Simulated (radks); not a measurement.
The bromine anion Br-, [Kr], held by a Watson sphere: a shell of charge +1.36 at radius R that stands for the Madelung well of a crystal (potential energy -1.36/R inside, -1.36/r outside, in hartree with lengths in bohr). Method: scalar-relativistic Kohn-Sham, LB94 model potential, spin-polarised, spherical densities, finite nucleus; Fermi nuclear charge, rms radius of each element as measured or else 0.836 A^(1/3) + 0.57 fm; computed with a radial shooting solver on a logarithmic mesh with Libxc functionals. Response by self-consistent Sternheimer equations with the Hartree and adiabatic LDA kernel, the relativistic mass of each level held fixed and spin-orbit coupling left out. The sphere does not respond.

R (bohr)  e(3d) (eV)  e(4s) (eV)  e(4p) (eV)  <r> 4p (bohr)  sum of <r^2> (bohr^2)  X-ray form factor at sin(theta)/lambda = 0.1 1/angstrom  alpha (bohr^3)
2.21         -79.385     -28.979     -16.576          2.065                  43.72                                                   33.201           20.20
2.89         -78.005     -27.105     -14.932          2.147                  46.57                                                   33.069           25.44
3.46         -76.907     -25.801     -13.667          2.191                  48.23                                                   33.002           29.75
4.14         -75.720     -24.512     -12.379          2.222                  49.51                                                   32.957           34.16
4.19         -75.639     -24.427     -12.294          2.224                  49.58                                                   32.954           34.45
5.31         -74.089     -22.833     -10.688          2.246                  50.59                                                   32.926           39.25

Estimate the row for R = 4.65 bohr.

Answer. e(3d) (eV) -74.945; e(4s) (eV) -23.706; e(4p) (eV) -11.568; <r> 4p (bohr) 2.236; sum of <r^2> (bohr^2) 50.11; X-ray form factor at sin(theta)/lambda = 0.1 1/angstrom 32.938; alpha (bohr^3) 36.77.
